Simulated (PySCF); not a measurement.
C2Cl3, SMILES Cl[C]=C(Cl)Cl, multiplicity 2.

The structure is a stationary point at B3LYP-D3(BJ)/def2-SVP. The isomer is the one that the SMILES or the coordinates give; other isomers of the formula were not compared.

These are TDA-ωB97X/def2-SVPD (PySCF) values and carry that method's errors.

Vertical excitations. Isolated molecule, no solvent.

Computed excitation energies, oscillator strengths and character:
```tsv
state	energy (eV)	λ (nm)	f	main pairs
root 1	1.93	644	0.000	β HOMO→LUMO 96 %
root 2	4.16	298	0.001	α HOMO→LUMO 47 %, β HOMO→LUMO+1 45 %
root 3	5.12	242	0.013	β HOMO−1→LUMO 89 %
root 4	5.22	238	0.001	α HOMO−1→LUMO 93 %
root 5	5.45	228	0.000	α HOMO→LUMO+1 9 %, β HOMO→LUMO+2 38 %, β HOMO−2→LUMO 37 %
root 6	5.58	222	0.001	α HOMO→LUMO+1 12 %, β HOMO−5→LUMO 43 %, β HOMO→LUMO+3 10 %, β HOMO→LUMO+2 9 %, β HOMO−2→LUMO 8 %
root 7	5.79	214	0.002	β HOMO−3→LUMO 85 %
root 8	5.88	211	0.038	β HOMO−4→LUMO 78 %
root 9	5.89	211	0.000	α HOMO→LUMO+1 16 %, β HOMO−5→LUMO 37 %, β HOMO−2→LUMO 30 %
root 10	6.09	204	0.000	α HOMO→LUMO+2 23 %, α HOMO→LUMO+1 19 %, β HOMO→LUMO+2 21 %, β HOMO−2→LUMO 18 %, β HOMO→LUMO+3 5 %
```
Unrestricted roots are not spin-pure.
